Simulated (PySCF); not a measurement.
Si(Cl)(Br)2(OH) (Br2ClHOSi), SMILES O[Si](Cl)(Br)Br. Geometry optimised at PBE0-D3(BJ)/def2-SVP. The structure was generated by enumeration, and PubChem lists no compound with its InChIKey, so it may never have been made. The values are those of a single conformer.

Give the equilibrium geometry at PBE0-D3(BJ)/def2-SVP (PySCF confirms it by a frequency run) as bond lengths and angles. (Estimate from the structure and the level; the computed values follow.)

One answer among several that fit: 
Atoms: O1 Si2 Cl3 Br4 Br5 H6. Bonded distances (Å): O1–Si2 1.638, O1–H6 0.964, Si2–Cl3 2.049, Si2–Br4 2.188, Si2–Br5 2.207. Angles (°): Si2–O1–H6 117.5, O1–Si2–Cl3 111.0, O1–Si2–Br4 106.7, O1–Si2–Br5 111.0, Cl3–Si2–Br4 109.9, Cl3–Si2–Br5 107.9, Br4–Si2–Br5 110.5.
Charge 0, spin multiplicity 1.
